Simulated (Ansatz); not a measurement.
`C=CS[SiH2]C` + H₂ → `C=CS[SiH3]` + CH₄ at 500 K and 1 bar (hydrogenolysis of the Si–C bond).

Isolated molecules relaxed with PBE0-D4/def2-TZVP in Ansatz; ΔE leaves out vibrations. CCSD(T)/CBS is the MP2 limit (def2-TZVPP, def2-QZVPP) plus CCSD(T) − MP2 in def2-TZVPP, frozen cores. This one scheme is used for every species. One conformer a species, not always the lowest.

```csv
species,CCSD(T)/CBS energy (Eh),H − E (kJ/mol),S (J/(mol·K))
`C=CS[SiH2]C`,-805.83500,310.7,447.8
H₂,-1.17544,41.0,145.5
`C=CS[SiH3]`,-766.55636,223.7,393.2
CH₄,-40.46206,135.6,206.8
```

H − E and S are ideal-gas, rigid-rotor, harmonic terms from PBE0-D4/def2-TZVP, for one conformer and one mirror image of each species. For small species the MP2-based limit differs from directly extrapolated CCSD(T) by up to some mEh (0.8 for H₂); such offsets cancel only in part. 1 Eh = 2625.50 kJ/mol, R = 8.31446 J/(mol·K).

**Question.** By hand: ΔE, ΔH, ΔS and ΔG.

**Answer.** ΔE = (-766.55636) + (-40.46206) − (-805.83500) − (-1.17544) = -0.00798 Eh = -21.0 kJ/mol. Δ(H − E) = 223.7 + 135.6 − 310.7 − 41.0 = 7.6, so ΔH = -13.4 kJ/mol. ΔS = 393.2 + 206.8 − 447.8 − 145.5 = 6.7 J/(mol·K). ΔG = -13.4 − 500 × (6.7)/1000 = -16.8 kJ/mol.

**Question.** By hand: the equilibrium constant, and the temperature at which ΔG would vanish if ΔH and ΔS stayed fixed.

**Answer.** log₁₀ K = −ΔG/(RT ln 10) = 1.8. ΔH and −TΔS have one sign here, so there is no such temperature.

The number of gas molecules stays the same, so ΔS is small and ΔH decides. A doubt of 5 kJ/mol in ΔE shifts log₁₀ K by 0.5 here. Other conformers and mirror images would add mixing entropy, several J/(mol·K) or more a flexible species. Modes under 60 cm⁻¹, often nearly free rotors, make the harmonic entropy too high. These are equilibria of isolated gas molecules and say nothing of rates. Largest T1 diagnostic: 0.012 (customary marks: 0.02 for closed shells, 0.045 for open ones).

ΔS is within the doubt of such terms, so its sign, and with it that verdict, could turn.
